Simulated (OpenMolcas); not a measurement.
Re5+ among 4 point charges of -2 e arranged as a tetrahedron (Td).

```json
{
 "Program": "OpenMolcas",
 "Method": "SS-CASPT2, IPEA 0.25 Eh, imaginary shift 0.1 Eh (closed shells correlated: 4f 5s 5p)",
 "Basis": "ANO-RCC-VTZP [8s7p5d3f2g1h]",
 "Scalar Hamiltonian": "DKH2, point nucleus",
 "Active space": "2 electrons in 5 orbitals (5d)",
 "State averaging": "2S+1 = 3 even, 10 roots; 2S+1 = 1 even, 15 roots",
 "Spin-orbit coupling": "RASSI with atomic mean-field integrals over the reference wave functions"
}
```

All point charges move together. At R = 1.62 Å the first state of the same spin is 8320 cm-1, and at R = 1.88 Å it is 4550 cm-1.

Problem. A third run gives 5440 cm-1. What distance was it run at?

Solution. With a power law R^-n the two known points give n = -ln(4550 / 8320) / ln(1.88 / 1.62) = 4.05. Then R = 1.62 × (8320 / 5440)^(1/4.05) = 1.799 Å. The run was at 1.79 Å, so the estimate is off by +0.009 Å.

Roots that are degenerate in the reference are averaged as groups; the widest CASPT2 spread within a group is 370 cm-1 (the 3-fold group of multiplicity 1 near 20600 cm-1 above the lowest state of its run, R = 1.79). Shifts and gaps below about the spread of the groups concerned are not significant. Free-ion shares, where given, are those of the reference states; single-state CASPT2 does not remix them. Spin-orbit coupling mixes the spin-free states strongly: the lowest level takes only 69 % from its leading state, 3A2 (figures for R = 1.62; the like holds for R = 1.79, R = 1.88). Point charges carry no covalency, so the field is a model and not that of real ligands. No measured value stands beside these numbers.
